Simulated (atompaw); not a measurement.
## Reading a pseudo-wave (niobium)

Columns: radius, all-electron u(r) and pseudo u(r) of the 4p shell (level -40.97 eV) of niobium in the configuration [Ar] 3d10 4s2 4p6 4d4 5s0 5p0; PBE, scalar-relativistic, PAW (atompaw) scheme, atompaw 4.2.0.5.

| r (bohr) | all-electron | pseudo |
| --- | --- | --- |
| 0.104 | 0.2895 | 0.0218 |
| 0.208 | -0.2295 | 0.0850 |
| 0.312 | -0.5084 | 0.1830 |
| 0.415 | -0.3934 | 0.3050 |
| 0.519 | -0.0814 | 0.4420 |
| 0.623 | 0.2630 | 0.5810 |
| 0.727 | 0.5568 | 0.7103 |
| 0.831 | 0.7719 | 0.8194 |
| 0.935 | 0.9081 | 0.9003 |
| 1.038 | 0.9756 | 0.9486 |
| 1.142 | 0.9907 | 0.9656 |
| 1.246 | 0.9673 | 0.9532 |
| 1.350 | 0.9182 | 0.9144 |
| 1.454 | 0.8536 | 0.8535 |
| 1.558 | 0.7810 | 0.7810 |
| 1.662 | 0.7059 | 0.7059 |
| 1.765 | 0.6326 | 0.6326 |
| 1.869 | 0.5618 | 0.5618 |
| 1.973 | 0.4959 | 0.4959 |
| 2.077 | 0.4354 | 0.4354 |
| 2.181 | 0.3807 | 0.3807 |
| 2.285 | 0.3316 | 0.3316 |
| 2.388 | 0.2884 | 0.2884 |
| 2.492 | 0.2498 | 0.2498 |
| 2.596 | 0.2158 | 0.2158 |
| 2.700 | 0.1861 | 0.1861 |

Problem. How many radial nodes do the two functions have?

Solution. The all-electron 4p function has n − l − 1 = 2; the pseudo-wave has 0, since the states of the same l below it are removed with the core.

Problem. At about which radius was the pseudo-wave matched?

Solution. 1.50 bohr, where the columns begin to agree (steps of 0.10 bohr).

Problem. Is the pseudo-wave norm-conserving?

Solution. No, it belongs to a PAW set: the norm inside the radius is not constrained, and the difference is carried by the augmentation charge.
